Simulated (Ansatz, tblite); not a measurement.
Cost and result up the ladder for In5Sb5H18, a cluster cut from wurtzite InSb (hydrogen-capped) (28 atoms). The state is a singlet with charge 0. Geometry: PBE-D4/def2-SVP.

```xyz
28

Sb    2.002   -2.323   -3.395
In   -0.898   -2.391   -2.961
Sb   -1.171   -0.499   -0.789
In   -3.892    0.304   -0.220
Sb   -3.437    2.571    1.586
In    4.365   -2.549   -1.726
Sb    3.139   -0.774    0.259
In    0.518   -0.894    1.443
Sb    0.422    1.671    2.746
In   -1.856    3.052    3.971
H     2.302   -3.425   -4.684
H     2.315   -0.924   -4.346
H    -1.562   -1.645   -4.385
H    -1.187   -3.976   -2.306
H    -0.440    0.937   -1.402
H    -4.533    1.028   -1.666
H    -4.584   -0.916    0.808
H    -3.078    3.923    0.586
H    -5.004    3.141    2.015
H     5.679   -1.670   -2.445
H     4.330   -4.120   -0.986
H     3.070    0.771   -0.491
H     4.241   -0.284    1.488
H     0.296   -2.238    2.522
H     0.936    2.690    1.459
H     1.876    1.845    3.652
H    -2.417    1.961    5.201
H    -1.431    4.733    4.064
```

Ansatz on 2 threads of AMD EPYC 7R13 on a shared host and a share (18 GiB) of an NVIDIA H100 80GB HBM3; xTB runs through tblite on one thread. Times are rough, summed over both states, and most runs start from the orbitals of an earlier one. PBE0-D4/def2-TZVP serves as the yardstick here, not as an exact answer. The other state is a triplet.

In the def2 sets In, Sb take a core potential; there is no spin–orbit coupling. The xTB rows come from tblite. Single mean-field runs in def2-TZVP are fitted with def2-universal-jkfit.

xTB has no spin-polarisation term.

| level | functions | wall time | vertical triplet (eV) | difference from PBE0-D4/def2-TZVP (eV) |
| --- | --- | --- | --- | --- |
| GFN1-xTB | 126 | 0.17 s | 2.66 | -0.93 |
| GFN2-xTB | 108 | 0.26 s | 2.93 | -0.66 |
| PBE-D4/def2-TZVP (with forces) | 608 | 14 s | 3.08 | -0.51 |
| PBE0-D4/def2-TZVP | 608 | 23 s | 3.59 | 0.00 |
